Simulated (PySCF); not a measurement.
# C5H5FN: g tensor and hyperfine couplings

C₅H₅FN (doublet state).
SMILES with atom numbers: `[CH2:1]=[C:2]/[CH:3]=[N:4]/[C:5](=[CH2:6])[F:7]` (hydrogens: H8, H9 on C1; H10 on C3; H11, H12 on C6)

Cartesian coordinates in Å at the GFN2-xTB level; atoms count from 1:
```xyz
12
C5H5FN angstrom
C      2.8623   -0.8662   -0.8151
C      1.7870   -0.2288   -0.5151
C      0.6804    0.4554   -0.2250
N     -0.4625   -0.1662    0.0820
C     -1.5682    0.4893    0.3403
C     -2.7422   -0.1031    0.6601
F     -1.5649    1.8678    0.2844
H      3.0974   -1.1508   -1.8309
H      3.5881   -1.1584   -0.0699
H      0.7375    1.5480   -0.2474
H     -3.6188    0.4841    0.8574
H     -2.7949   -1.1719    0.7178
```

The hyperfine couplings belong to this conformer and change with its torsions.

The calculation used UKS B3LYP, pcH-1 on C F H N, non-relativistic, mean-field spin-orbit, GIAO (PySCF). Geometry: GFN2-xTB, one conformer, isolated molecule. Couplings are sensitive to structure, and on GFN2-xTB geometries they can be far from those on DFT ones. The SCF solution wasn't tested for stability. ⟨S²⟩ is 0.789 where a pure state has 0.75.

| Property | Result |
| --- | --- |
| g1, g2, g3 | 2.00214, 2.00298, 2.00398 |
| g_iso | 2.00303 |
| Form of g | rhombic: the two nearest values differ by 46 % of g3 − g1 |
| ⟨S²⟩ | 0.7890 (exact 0.7500) |
| α and β electrons | 26, 25 |
| Basis functions | 225 |

Hyperfine couplings atom by atom, in mT; T1 to T3 are the principal values of the dipolar part; ρ(0) is the spin density at the nucleus (MHz turned into mT with g_iso):

```tsv
atom	isotope	a_iso	T1	T2	T3	Mulliken spin population	ρ(0) (bohr⁻³)
C1	13C	-1.01	-0.26	0.08	0.18	-0.08	-0.0251
C2	13C	1.22	-1.35	-1.00	2.35	0.44	0.0304
C3	13C	-1.29	-0.73	0.28	0.46	-0.17	-0.0322
N4	14N	0.64	-0.69	-0.68	1.37	0.40	0.0554
C5	13C	-1.79	-1.05	0.43	0.61	-0.19	-0.0447
C6	13C	1.61	-1.59	-1.54	3.13	0.58	0.0401
F7	19F	-1.29	-2.19	0.94	1.25	-0.01	-0.0086
H8	1H	2.91	-0.09	-0.06	0.14	0.03	0.0183
H9	1H	2.90	-0.09	-0.06	0.14	0.03	0.0182
H10	1H	0.33	-0.14	-0.01	0.15	0.00	0.0021
H11	1H	-1.29	-0.77	-0.02	0.79	-0.03	-0.0081
H12	1H	-1.25	-0.67	-0.05	0.72	-0.02	-0.0078
```

The largest Mulliken spin populations are on C6 (+0.58), C2 (+0.44), N4 (+0.40) and C5 (-0.19). Three atoms exceed +0.15. The positive populations add up to 1.49 and the negative ones to -0.49, together 2S = 1. The angles at C6 add up to 360.0°, so it is planar.

The SMILES `C=[C]/C=N/C(=C)F` draws the unpaired electron on C2, whose computed spin population is only +0.44.

Axes: g2 points within 11° of the C6–H12 bond.

Under fast tumbling the dipolar parts average out, and these isotropic splittings remain (the largest six): 1 × 1H (H8, I = 1/2, 2 lines) with 2.91 mT, 1 × 1H (H9, I = 1/2, 2 lines) with 2.90 mT, 1 × 19F (F7, I = 1/2, 2 lines) with 1.29 mT, 1 × 1H (H11, I = 1/2, 2 lines) with 1.29 mT, 1 × 1H (H12, I = 1/2, 2 lines) with 1.25 mT and 1 × 14N (N4, I = 1, 3 lines) with 0.64 mT.

H8 and H9 aren't averaged: C1 is flat or nearly so (angle sum 360°), and its turn about the short C1–C2 bond (1.29 Å) is taken as slow.

The 13C coupling of C5 (-50.2 MHz) shows only in satellite lines or after enrichment, since that isotope makes up about 1.07 % of natural carbon.

Examples of negative spin density at the nucleus (bohr⁻³): C5 (-0.0447), C3 (-0.0322) and C1 (-0.0251).
